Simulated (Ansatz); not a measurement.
triflic acid (CHF3O3S), singlet, geometry from GFN2-xTB. Base run: PBE0/6-31G in Ansatz (a quantum-chemistry and plane-wave program).

The Ansatz input:
Ansatz 0.2 input:
```yaml
crystal:
  periodic: [false, false, false]
  atoms:
    - {symbol: O, position_ang: [1.41469782, -0.49779905, -1.06169565]}
    - {symbol: S, position_ang: [0.80886675, 0.30104012, 0.16311669]}
    - {symbol: O, position_ang: [1.27034678, -0.28302073, 1.37173556]}
    - {symbol: O, position_ang: [0.90598970, 1.68891681, -0.07270317]}
    - {symbol: C, position_ang: [-0.97345522, -0.20872619, -0.06496558]}
    - {symbol: F, position_ang: [-1.73274043, 0.25154402, 0.91428660]}
    - {symbol: F, position_ang: [-1.43423367, 0.23041401, -1.22337302]}
    - {symbol: F, position_ang: [-1.01685156, -1.53813106, -0.06070275]}
    - {symbol: H, position_ang: [1.82502020, -1.32350365, -0.79066498]}
basis:
  gaussian:
    orbitals: 6-31G
hamiltonian:
  xc: pbe0
```

The base run was repeated with changes; each row names its change, and settings that it needs were set with it.

| change | basis functions | E (Eh) |
|---|---|---|
| base | 78 | -960.85226 |
| basis = ANO-RCC-VDZP; relativity = spin-free X2C; nucleus = Gaussian | 121 | -963.13534 |
| basis = ANO-RCC-VDZP; relativity = none | 121 | -961.28386 |
| basis = jorge-DZP-DKH; relativity = none | 134 | -961.27129 |
| basis = jorge-DZP-DKH; relativity = spin-free X2C | 134 | -962.97359 |
| basis = cc-pVDZ-DK; relativity = spin-free X2C | 121 | -962.86450 |
| basis = cc-pVDZ-DK; relativity = spin-free X2C; nucleus = Gaussian | 121 | -962.86404 |
| basis = cc-pVDZ-DK; relativity = none | 121 | -961.06061 |
| basis = jorge-DZP-DKH; relativity = spin-free X2C; nucleus = Gaussian | 134 | -962.97313 |
| basis = ANO-RCC-VDZP; relativity = spin-free X2C | 121 | -963.13581 |

Absolute energies of different levels of theory aren't comparable as measures of quality.

Ansatz warned in this series: the basis is contracted for relativity, which the run leaves out.

Basis sets contracted for a relativistic Hamiltonian are a mismatch without it, so the rows without relativity aren't non-relativistic limits. No row has spin-orbit coupling; sets with core potentials leave out the core electrons.
